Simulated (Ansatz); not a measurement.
`CN([SiH2]O)[SiH2]O` + `C[SiH](F)Cl` → `O[SiH2][SiH](F)Cl` + `CN(C)[SiH2]O`  (redistribution)

Isolated molecules relaxed with PBE0-D4/def2-TZVP in Ansatz; ΔE leaves out vibrations. CCSD(T)/CBS is the MP2 limit (def2-TZVPP, def2-QZVPP) plus CCSD(T) − MP2 in def2-TZVPP, frozen cores. One conformer a species, not always the lowest.

`CN([SiH2]O)[SiH2]O`:

```xyz
15

C    -1.899    0.058   -0.170
N    -0.443    0.136   -0.075
Si    0.202    1.165    1.163
O     1.810    0.886    1.292
Si    0.546   -0.756   -1.148
O     1.671   -1.570   -0.234
H    -2.204   -0.831   -0.726
H    -2.348   -0.007    0.827
H    -2.328    0.930   -0.674
H     0.052    2.610    0.856
H    -0.562    0.864    2.407
H     2.064   -0.038    1.181
H    -0.346   -1.692   -1.882
H     1.310    0.067   -2.126
H     2.476   -1.822   -0.691
```

`C[SiH](F)Cl`:

Z-matrix (Å, degrees):
```
C
Si 1 1.843
H 1 1.093 2 110.3
H 1 1.092 2 110.4 3 119.9
H 1 1.092 2 110.5 3 -120.1
F 2 1.594 1 109.4 3 60.6
Cl 2 2.046 1 110.3 3 178.7
H 2 1.477 1 114.2 3 -59.8
```

`O[SiH2][SiH](F)Cl`:

Cartesian coordinates in Å:
```
O -0.796 -1.399 1.237
Si 0.453 -0.364 0.949
Si 0.170 0.567 -1.191
F 1.007 1.917 -1.358
Cl -1.833 1.040 -1.318
H -1.683 -1.070 1.074
H 0.506 0.760 1.925
H 1.696 -1.166 1.046
H 0.480 -0.285 -2.364
```

`CN(C)[SiH2]O`:

Z-matrix (Å, degrees):
```
C
N 1 1.443
H 1 1.092 2 110.5
H 1 1.099 2 112.2 3 120.3
H 1 1.098 2 110.8 3 -119.4
C 2 1.441 1 113.8 3 177.2
Si 2 1.707 1 121.6 3 -14.6
H 6 1.100 2 112.3 1 61.5
H 6 1.092 2 110.5 1 -177.8
H 6 1.098 2 110.8 1 -58.5
O 7 1.652 2 117.3 1 -73.1
H 7 1.487 2 105.3 1 164.8
H 7 1.480 2 108.5 1 42.4
H 11 0.958 7 117.7 2 -68.5
```

```tsv
species	HF/def2-QZVPP energy (Eh)
`CN([SiH2]O)[SiH2]O`	-825.46332
`C[SiH](F)Cl`	-888.32338
`O[SiH2][SiH](F)Cl`	-1214.31841
`CN(C)[SiH2]O`	-499.40335
```

Task: Work out ΔE.

Result: ΔE = (-1214.31841) + (-499.40335) − (-825.46332) − (-888.32338) = 0.06494 Eh = +40.8 kcal/mol. CCSD(T)/CBS gives +40.5 kcal/mol.

Largest T1 diagnostic among the species: 0.012.

From PBE to PBE0 (25 % exact exchange), in def2-TZVPP and without D4, ΔE moves by +2.6 kcal/mol. The D4 term adds +1.2 kcal/mol with B3LYP and +0.6 kcal/mol with PBE0; it sums over pairs of atoms, weighted by their polarisabilities, and B3LYP, whose exchange is more repulsive, gets the larger term.

B3LYP here is the variant with VWN-RPA as its local correlation; programs differ in this.
